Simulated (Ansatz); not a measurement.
ClH₄N₂NbS, SMILES `[NH2][Nb]([NH2])(=[S])[Cl]`, relaxed with RKS PBE0-D4/def2-TZVP in the Gaussian-basis code of Ansatz from a PBE-D4/def2-SVP geometry. The force threshold is 0.005 eV/Å; the program also tests the step.

Charge 0, multiplicity 1. Nb: def2 effective core potential.

Start:

```xyz
9

N     1.492   -0.668   -0.442
Nb    0.076    0.251    0.563
N    -1.623    0.226   -0.423
S    -0.215   -0.804    2.426
Cl    0.714    2.474    0.878
H     1.737   -0.453   -1.417
H     2.068   -1.449   -0.108
H    -1.730    0.569   -1.386
H    -2.519   -0.147   -0.090
```

| step | energy (eV) | largest force (eV/Å) | largest move (Å) |
| --- | --- | --- | --- |
| 1 | -27949.9544 | 0.646 | 0.000 |
| 2 | -27949.9907 | 0.364 | 0.042 |
| 3 | -27949.9966 | 0.106 | 0.021 |
| 4 (rejected) | -27949.9962 | 0.131 | 0.022 |
| 5 | -27949.9974 | 0.023 | 0.011 |
| 6 | -27949.9975 | 0.002 | 0.004 |

End:

```xyz
9

N     1.483   -0.662   -0.444
Nb    0.076    0.251    0.553
N    -1.613    0.227   -0.424
S    -0.213   -0.795    2.393
Cl    0.709    2.450    0.874
H     1.738   -0.441   -1.397
H     2.031   -1.439   -0.103
H    -1.723    0.553   -1.375
H    -2.486   -0.143   -0.075
```

Run time 15 s (4 threads of an Intel Xeon 6975P-C on a shared host); peak host memory 0.61 GiB.
